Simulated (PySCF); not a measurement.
Compound: CH8SSeSi2.
Atom-mapped SMILES: `[SiH3:1][S:2][CH2:3][SiH2:4][SeH:5]` (hydrogens: H6, H7, H8 on Si1; H9, H10 on C3; H11, H12 on Si4; H13 on Se5)

Method used: PySCF 2.14.0, PBE0-D3(BJ)/def2-SVP geometry optimisation, gas phase.

(1) List the bond lengths, angles and torsions at this level.

Results:

(1) 
| bond | length (Å) | order |
| --- | --- | --- |
| Si1–S2 | 2.141 | single |
| S2–C3 | 1.829 | single |
| C3–Si4 | 1.890 | single |
| Si4–Se5 | 2.284 | single |
| Si1–H6, Si1–H7, Si1–H8 | 1.494 | single |
| C3–H9, C3–H10 | 1.103 | single |
| Si4–H11, Si4–H12 | 1.491 | single |
| Se5–H13 | 1.472 | single |

Bonds in one row agree within 0.01 Å and their mean is given. Orders are formal, as drawn. A selection of angles:
| angle | degrees |
| --- | --- |
| S2–Si1–H6 | 111.0 |
| S2–Si1–H8 | 106.1 |
| H6–Si1–H7 | 108.3 |
| H6–Si1–H8 | 110.2 |
| Si1–S2–C3 | 99.5 |
| S2–C3–Si4 | 108.9 |
| S2–C3–H9 | 111.1 |
| Si4–C3–H9 | 109.1 |
| H9–C3–H10 | 108.2 |
| C3–Si4–Se5 | 111.2 |
| C3–Si4–H11 | 110.0 |
| Se5–Si4–H11 | 105.0 |
| Se5–Si4–H12 | 110.9 |
| H11–Si4–H12 | 110.5 |
| Si4–Se5–H13 | 93.1 |

Torsions: Si1–S2–C3–Si4 180° (antiperiplanar); S2–C3–Si4–Se5 179° (antiperiplanar); H13–Se5–Si4–C3 68° (synclinal). The mirror-image conformer, all signs reversed, is as good.

Si4 (SiH2 silicon) is distorted tetrahedral (angles from 105.0° to 111.2°). Si1 (SiH3 silicon) is tetrahedral (angles from 106.1° to 111.0°). The 5 heavy atoms lie in one plane (0.009 Å rms). Se5 (selenium bonded to Si and H) is bent (angle 93.1°).

Not checked by PBE0-D3(BJ)/def2-SVP frequencies. The numbers are those of one conformer (Si1–S2–C3–Si4 180°, S2–C3–Si4–Se5 179°, C3–Si4–Se5–H 68°).
